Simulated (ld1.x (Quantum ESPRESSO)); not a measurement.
# Configuration tests for Lu (TM)

- Element: lutetium (Lu)
- Generator: ld1.x (Quantum ESPRESSO) 7.5
- Type: norm-conserving Troullier–Martins (Kleinman–Bylander form)
- Functional: PBEsol
- Relativity: scalar-relativistic
- Frozen core: [Kr] 4d10
- Valence charge: 25
- Reference configuration: 4f14 5s2 5p6 5d0 6s0 6p0 (charge +3)
- Partial waves: 5s (bound): rc 1.70 bohr; 5d (bound, empty): rc 2.10 bohr; 4f (bound): rc 1.05 bohr; 5p (bound): rc 2.20 bohr
- Local potential: the p channel
- Core correction: a·sin(br)/r model core inside 0.75 bohr

Energies are relative to the spin-unpolarised reference configuration 4f14 5s2 5p6 5d0 6s0 6p0; without spin polarisation the order of configurations can differ from experiment. Not all tests gave a result: 2 of 7 tests not solved or not reliable. Left out of the table: 4f14 5s2 5p6 5d1 6s2 6p0 (solver errors, printed error -7067 eV); 4f14 5s2 5p6 5d1 6s0 6p2 (solver errors, printed error -7012 eV).

```tsv
valence configuration	charge	ΔE all-electron (eV)	error AE − PS (meV)
4f14 5s2 5p6 5d1 6s1 6p0	+1	-33.124	-6.9
4f14 5s2 5p6 5d1 6s0 6p0	+2	-19.903	-1.5
4f14 5s1 5p6 5d1 6s2 6p0	+1	26.601	-159
4f14 5s2 5p6 5d0 6s2 6p0	+1	-35.220	-27
4f13 5s2 5p6 5d0 6s0 6p0	+4	46.773	-16
```
